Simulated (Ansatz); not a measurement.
A nudged elastic band was laid between two geometries of ClH4NO2Zr + H2 (11 atoms, charge 0, multiplicity 1).

Level of theory: RKS B3LYP-D4/def2-SVP (Ansatz).

- movable images: 7
- climbing image: yes
- spring: 0.5 eV/Å²
- optimiser: quadratic models (default)
- start path: through a guess of the saddle point
- force threshold: 0.05 eV/Å
- iteration limit: 60
- end points: relaxed

Image 0:

```xyz
11
Properties=species:S:1:pos:R:3
Zr -0.219 0.122 -0.027
Cl -0.117 0.323 2.372
N 1.665 0.122 -0.787
H 2.263 -0.698 -0.889
H 2.176 0.937 -1.123
O -1.095 1.681 -0.731
H -1.700 2.359 -1.037
O -1.025 -1.570 -0.453
H -1.548 -2.354 -0.629
H 1.977 -2.659 1.730
H 1.617 -2.077 2.064
```

Image 8:

```xyz
11
Properties=species:S:1:pos:R:3
Zr 0.040 0.200 -0.118
Cl 0.577 0.424 2.219
N 1.715 0.489 -1.232
H 2.374 -0.231 -1.528
H 2.039 1.386 -1.591
O -1.198 1.592 -0.592
H -1.938 2.175 -0.770
O -0.537 -1.606 -0.419
H -0.961 -2.464 -0.485
H 0.954 -3.268 2.463
H 0.927 -2.511 2.544
```

Question: What changes between the two ends?

Answer: No bond is made or broken.

Question: What energy profile does the band end with?

Answer: The run converged. The highest image is number 4 of 0 to 8, 0.3 kcal/mol above the first end and 0.0 kcal/mol above the last; the last end lies 0.3 kcal/mol above the first. A structure lower than the last end lies on the path between it and the top, so the climb from that side starts below the end, which may itself be a saddle point or a shallow side well. The top lies less than 8 meV above the higher end, about what the thresholds resolve: that end is a shoulder or a very shallow well. Another band between the same ends (7 images) ends at a top of the same energy, where a vibrational analysis finds no clearly imaginary modes.

| image | path coordinate (Å) | energy (kcal/mol) |
| --- | --- | --- |
| 0 | 0.00 | 0.0 |
| 1 | 0.22 | 0.0 |
| 2 | 0.45 | 0.1 |
| 3 | 0.67 | 0.1 |
| 4 | 0.89 | 0.3 |
| 5 | 1.69 | 0.0 |
| 6 | 2.50 | 0.1 |
| 7 | 3.30 | 0.2 |
| 8 | 4.10 | 0.3 |

Question: What is the geometry of the highest image?

Answer: 
```xyz
11
Properties=species:S:1:pos:R:3:forces:R:3
Zr -0.128 0.174 0.000 0.01 0.02 -0.02
Cl -0.001 0.403 2.394 -0.01 -0.01 0.00
N 1.751 0.251 -0.771 -0.02 0.00 -0.01
H 2.402 -0.529 -0.859 0.00 -0.01 0.00
H 2.200 1.088 -1.142 0.00 -0.01 0.01
O -1.070 1.694 -0.714 -0.02 -0.03 0.00
H -1.772 2.255 -1.050 0.02 0.01 0.01
O -0.890 -1.544 -0.403 0.01 0.00 0.04
H -1.321 -2.401 -0.418 -0.01 0.01 -0.04
H 1.478 -2.901 1.500 0.01 0.01 0.01
H 1.342 -2.304 1.952 0.00 0.00 0.01
```

Run time: 5.2 min on 4 threads of Arm Neoverse V2 (shared host), peak memory 0.31 GiB.
